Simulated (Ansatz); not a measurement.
Input file for CH$_{2}$NOSi (`O=C=N[SiH2]`) radical:

```yaml
crystal:
  periodic: [false, false, false]
  atoms:
    - {symbol: O, position_ang: [1.089658, -2.025709, 1.610439]}
    - {symbol: C, position_ang: [0.648518, -1.177763, 0.945387]}
    - {symbol: N, position_ang: [0.216300, -0.284909, 0.279199]}
    - {symbol: Si, position_ang: [-0.683251, 0.591566, -0.875336]}
    - {symbol: H, position_ang: [0.261263, 1.214230, -1.839133]}
    - {symbol: H, position_ang: [-1.490487, 1.618684, -0.166757]}
basis:
  gaussian: {orbitals: def2-TZVPP}
magnetization: {spin_polarized: true, initial_magnetization: 1}
correlation: {method: ccsd_t}
scf: {omitted_lower_state_checks: [cluster_reference]}
output: {orbitals: {seedname: orbitals}}
```

```sh
$ ansatz run in.yaml --threads 2 --pin off --events-out ev --progress --plain
```

Output of Ansatz, abridged:

```
Functional definition: HF
998 factors; integrals over basis functions are off by at most 5.5e-4 eV
mean field evaluation 1: about -12442.4570 eV, gradient 2.6e1 eV
mean field evaluation 2: about -12442.4634 eV, gradient 2.6e1 eV
mean field evaluation 4: about -12445.4291 eV, gradient 2.9e0 eV
mean field evaluation 8: about -12445.5231 eV, gradient 2.1e-1 eV
mean field -12445.52384377 eV, -457.3645653796 hartree, gradient 7.5e-6 eV, S^2 0.755541; 0 other end points of the search recorded, 0 dependent functions left out
8 core orbitals not correlated: weight in the atoms' cores, before any rotation towards them, 1.000 or more for the frozen orbitals, at most 0.000 for the correlated occupied ones
reference -12445.52384377 eV, -457.3645653796 hartree; 11, 10 occupied and 144, 145 virtual orbitals, 998 factors
second order -18.05704875 eV of doubles, -0.00000000 eV of singles
cycle   1  -17.67270883 eV  change    3.8e-1 eV  update   1.2e-1
cycle   2  -18.24593621 eV  change   -5.7e-1 eV  update   4.3e-2
cycle   3  -18.39665514 eV  change   -1.5e-1 eV  update   2.0e-2
cycle   4  -18.38808299 eV  change    8.6e-3 eV  update   5.8e-3
cycle   5  -18.38501257 eV  change    3.1e-3 eV  update   2.9e-3
cycle   6  -18.38596559 eV  change   -9.5e-4 eV  update   1.2e-3
cycle   7  -18.38586089 eV  change    1.0e-4 eV  update   5.8e-4
cycle   8  -18.38597015 eV  change   -1.1e-4 eV  update   1.6e-4
cycle   9  -18.38604781 eV  change   -7.8e-5 eV  update   7.8e-5
cycle  10  -18.38601368 eV  change    3.4e-5 eV  update   3.0e-5
cycle  11  -18.38601144 eV  change    2.2e-6 eV  update   1.4e-5
perturbative correction -0.88303864 eV, -0.0324510715 hartree
Total energy: -12464.79289386 eV, -458.0726899092 hartree
Checks for a lower state left out: cluster_reference
```

It took 68 s on 2 threads of a server CPU on a shared host, with 3.1 GiB of host memory at the peak.

Correlation energy per correlated electron: -0.918 eV. T1 diagnostic: 0.0179.
